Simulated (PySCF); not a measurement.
Rb(F) cation (FRb), SMILES [F][Rb] (connectivity only; charge and spin as stated), charge +1, multiplicity 2.

Geometry optimised at B3LYP-D3(BJ)/def2-TZVPD. The spin state was assumed, not searched. The def2 effective core potentials stand for the cores of Rb; spin–orbit coupling is left out.

Method: IEF-PCM-ωB97X/def2-TZVPD (PySCF).

The values are the electrostatic part of the solvation free energy, E(continuum) − E(gas) at the gas-phase geometry, in a cavity of scaled van der Waals radii (PySCF's table); cavitation and dispersion terms are not included. A continuum can't describe solvent molecules that bind to the metal.

| solvent | ε | ΔG(elec) (kcal/mol) |
|---|---|---|
| water | 78.36 | -45.0 |
| tetrahydrofuran | 7.43 | -39.4 |
| chlorobenzene | 5.70 | -37.5 |
